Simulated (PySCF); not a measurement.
SMILES [SiH3]c1ccc(-c2ccco2)s1 (C8H8OSSi) (GFN2-xTB optimised geometry):

```
19

Si     1.537    -3.927    -0.005
C      1.282    -2.071    -0.002
C      2.215    -1.072    -0.001
C      1.674     0.223     0.000
C      0.302     0.223     0.000
C     -0.585     1.347     0.000
C     -1.958     1.409    -0.009
C     -2.290     2.780    -0.006
C     -1.106     3.453     0.006
O     -0.070     2.599     0.009
S     -0.318    -1.397    -0.001
H      0.928    -4.493    -1.210
H      2.982    -4.155     0.007
H      0.907    -4.500     1.187
H      3.272    -1.272    -0.001
H      2.255     1.128     0.001
H     -2.630     0.575    -0.018
H     -3.272     3.206    -0.011
H     -0.875     4.500     0.012
```

Computed with PySCF with B3LYP/def2-SVP.

### Question
What are the frontier orbital energies and the dipole moment?

### Answer
HOMO-2 -7.61 eV, HOMO-1 -7.06 eV, HOMO -5.62 eV, LUMO -1.38 eV, LUMO+1 0.49 eV; dipole moment 0.77 D.

Meta-Löwdin charges at B3LYP/def2-SVP: Si1 0.52, C2 -0.34, C3 -0.11, C4 -0.14, C5 -0.10, C6 0.17, C7 -0.17, C8 -0.16, C9 0.05, O10 -0.24, S11 0.24, H12 -0.11, H13 -0.10, H14 -0.11, H15 0.11, H16 0.12, H17 0.12, H18 0.12, H19 0.12.
